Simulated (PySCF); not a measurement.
HClO, charge +1, doublet, geometry from GFN2-xTB (a state made from the parent by changing its charge; the spin is typed, not shown lowest). Base run: R2SCAN/pcseg-1 (PySCF).

Here is a job for PySCF.
```python
from pyscf import gto, scf, dft

mol = gto.Mole()
mol.atom = '''
    O    -0.04383216    1.02148558    0.01469068
    H    -0.96672120    1.40203158    0.00503415
    Cl    0.07749285   -0.56317154   -0.00720939
'''
mol.basis = 'pcseg-1'
mol.charge = 1
mol.spin = 1
mol.verbose = 4
mol.build()

mf = dft.UKS(mol)
mf.xc = 'r2scan'
mf.kernel()
```

Variants of this job, named by their change:

```tsv
change	ΔE vs base (µEh)	grid points	electrons on the grid
base	0.0	42776	25.00000
grids.level = 4	6.5	72664	25.00000
grids.atom_grid = (99, 590)	11.8	94208	25.00000
grids.level = 1	779	13968	24.99999
small_rho_cutoff = 0	0.0	42776	25.00000
grids.level = 2	-123	28328	25.00000
grids.prune = dft.gen_grid.sg1_prune	-25.2	17200	24.99998
grids.radi_method = gauss_chebyshev	-35.0	42128	25.00000
grids.becke_scheme = stratmann	0.0	42776	25.00000
grids.prune = dft.gen_grid.treutler_prune	-1.3	39080	25.00000
grids.atom_grid = (150, 974)	5.2	234424	25.00000
```

Open shells are given as the SCF converged; they aren't shown to be the lowest states, and a large step between rows can be another state.
